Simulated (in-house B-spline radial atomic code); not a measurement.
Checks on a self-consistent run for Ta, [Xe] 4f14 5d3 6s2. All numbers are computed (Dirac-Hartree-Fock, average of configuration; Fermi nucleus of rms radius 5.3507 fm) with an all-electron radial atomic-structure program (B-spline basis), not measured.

```tsv
orbital	q	ε (Eh)	<1/r>	<r²>	small-component weight
1s1/2	2	-2493.07700	85.3935	0.000478691	0.075589
2s1/2	2	-433.27345	20.756	0.00730906	0.017111
2p1/2	2	-413.14310	20.6788	0.00524611	0.017132
2p3/2	4	-366.36575	17.4888	0.0064446	0.015521
3s1/2	2	-101.47671	7.63163	0.0476429	0.0056362
3p1/2	2	-92.56608	7.53275	0.0439116	0.005563
3p3/2	4	-82.33527	6.71426	0.0504549	0.0051104
3d3/2	4	-67.50019	6.58721	0.0393555	0.0049663
3d5/2	6	-65.29437	6.39241	0.041159	0.0048384
4s1/2	2	-21.84986	3.17643	0.237988	0.0018128
4p1/2	2	-18.13537	3.06297	0.246904	0.0017223
4p3/2	4	-15.75631	2.79311	0.280917	0.0015646
4d3/2	4	-9.64667	2.56988	0.310383	0.0013659
4d5/2	6	-9.20091	2.50148	0.323907	0.0013191
5s1/2	2	-3.20391	1.19373	1.40265	0.00037207
5p1/2	2	-2.01879	1.06893	1.73244	0.00030573
5p3/2	4	-1.67897	0.972893	2.03444	0.00026194
4f5/2	6	-1.52831	2.03373	0.485208	0.00092074
4f7/2	8	-1.44832	2.00369	0.501831	0.00089973
5d3/2	1.2	-0.29847	0.621993	5.43903	0.00010937
5d5/2	1.8	-0.28078	0.598326	5.86066	0.00010119
6s1/2	2	-0.25401	0.356534	14.3005	3.5137e-05
```

Electron-electron repulsion V_ee = 5816.8574 hartree.

(1) What total energy follows from the eigenvalues?

(2) Does the Dirac virial theorem hold?

(3) What diamagnetic shielding (Lamb formula) and susceptibility (Langevin formula) do the radii give?

Results:

(1) The eigenvalues count the repulsion twice, so E = Σqε - V_ee = -9799.721 - 5816.857 = -15616.578 hartree; the run printed -15616.578.

(2) For a point nucleus E = -2c²Σq·w, with w the small-component weight. Here Σq·w = 0.4157 and c = 137.0360, so the ratio E/(-2c²Σq·w) is 1.000246; the finite nucleus accounts for the departure from 1.

(3) σ = (α²/3)Σq<1/r> = 533.626/(3·137.036²) = 9472.1 ppm, and χ = -0.79199×10⁻⁶·Σq<r²> = -57.92×10⁻⁶ cm³/mol with Σq<r²> = 73.13 bohr². Both are non-relativistic formulas without the paramagnetism of open shells; for so heavy an element the full relativistic shielding is larger by tens of per cent.
